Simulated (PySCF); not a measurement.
Bi(I)3 anion (BiI₃), SMILES [I][Bi]([I])[I] (connectivity only; charge and spin as stated), charge -1, multiplicity 2.

Geometry optimised at PBE0-D3(BJ)/def2-SVPD. The spin state was assumed, not searched. The isomer is the one that the SMILES or the coordinates give; other isomers of the formula were not compared. The def2 effective core potentials stand for the cores of Bi, I; spin–orbit coupling is left out.

Two levels are set side by side: PBE/def2-SVPD (PySCF) and r2SCAN/def2-SVPD (PySCF). Same geometry, gas phase. Differences are taken from unrounded values.

```json
[
 {"quantity": "α-spin orbital gap (eV)", "r2SCAN": "2.44", "PBE": "2.00", "PBE minus r2SCAN": "-0.44"},
 {"quantity": "β-spin orbital gap (eV)", "r2SCAN": "2.40", "PBE": "2.00", "PBE minus r2SCAN": "-0.39"},
 {"quantity": "mean polarisability (bohr³)", "r2SCAN": "214.6", "PBE": "224.4", "PBE minus r2SCAN": "9.8"}
]
```

Rough cost on one machine, each run with all the roots and properties that it gave: r2SCAN against PBE within a factor of 2.
